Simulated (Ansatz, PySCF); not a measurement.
System: CH3Mg, charge 0, multiplicity 2. It need not be the lowest isomer of its formula. 
Coordinates optimised at B3LYP-D3(BJ)/def2-TZVP (Ansatz, a quantum-chemistry and plane-wave program):
```
C
H 1 1.0928
H 1 1.0928 2 108.77
H 1 1.0928 2 108.77 3 -118.32
Mg 1 2.1296 2 110.16 3 120.84
```
Charge 0, spin multiplicity 2.

Dipole moments at this geometry, in debye (magnitudes).

```json
[
 {"level": "HF/def2-TZVPD", "program": "PySCF", "dipole (D)": "1.02"},
 {"level": "r2SCAN/def2-TZVPD", "program": "Ansatz", "dipole (D)": "0.84"},
 {"level": "PBE0/def2-TZVPD", "program": "Ansatz", "dipole (D)": "0.82"},
 {"level": "BHLYP/def2-TZVPD", "program": "Ansatz", "dipole (D)": "0.99"},
 {"level": "r2SCANh/def2-TZVPD", "program": "Ansatz", "dipole (D)": "0.87"},
 {"level": "PW6B95/def2-TZVPD", "program": "PySCF", "dipole (D)": "0.93"},
 {"level": "MN15/def2-TZVPD", "program": "PySCF", "dipole (D)": "1.15"},
 {"level": "CAM-B3LYP/def2-TZVPD", "program": "Ansatz", "dipole (D)": "0.95"},
 {"level": "LC-wPBE/def2-TZVPD", "program": "Ansatz", "dipole (D)": "0.92"},
 {"level": "CCSD(T)/def2-SVPD", "program": "Ansatz", "dipole (D)": "0.86"}
]
```
